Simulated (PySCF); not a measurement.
C₅H₄O₃.
SMILES: `O=CC1=COC=CO1`

Closed-shell single points with PySCF (density fitting; grid level 2 and gas phase unless stated) on one GFN2-xTB geometry.

Question: Rank these settings by the LUMO energy, lowest first.
A. PBE0/pcJ-1, IEF-PCM dimethylsulfoxide
B. PBE0/def2-SVP, IEF-PCM chloroform, grid level 1
C. KT2/pcSseg-1, start guess huckel, level shift 0.1 Eh

Answer: C (-2.90 eV), A (-1.99 eV), B (-1.85 eV).

Question: Rank these settings by the HOMO energy, lowest first.
A. PBE0/pcJ-1, IEF-PCM dimethylsulfoxide
B. PBE0/pcSseg-1
C. KT2/pcSseg-1, start guess huckel, level shift 0.1 Eh

Answer: B (-6.17 eV), A (-6.04 eV), C (-5.07 eV).

All figures of these runs:

| settings | basis functions | SCF cycles | E (Eh) | HOMO (eV) | LUMO (eV) | dipole (D) |
| --- | --- | --- | --- | --- | --- | --- |
| PBE0/pcJ-1, IEF-PCM dimethylsulfoxide | 256 | 14 | -418.0753 | -6.04 | -1.99 | 4.33 |
| PBE0/def2-SVP, IEF-PCM chloroform, grid level 1 | 132 | 12 | -417.7596 | -5.94 | -1.85 | 3.87 |
| KT2/pcSseg-1, start guess huckel, level shift 0.1 Eh | 156 | 18 | -425.1850 | -5.07 | -2.90 | 3.43 |
| PBE0/pcSseg-1 | 156 | 15 | -418.0186 | -6.17 | -2.01 | 3.45 |

Cycle counts include a coarse-grid stage where the run had one. KT2 was designed for NMR shieldings or shifts; total energies of different functionals aren't comparable. The species at its GFN2-xTB geometry (one conformer only).

Shape of the structure used: `[O:1]=[CH:2][C:3]1=[CH:4][O:5][CH:6]=[CH:7][O:8]1`: O1–C2–C3–C4 0°.
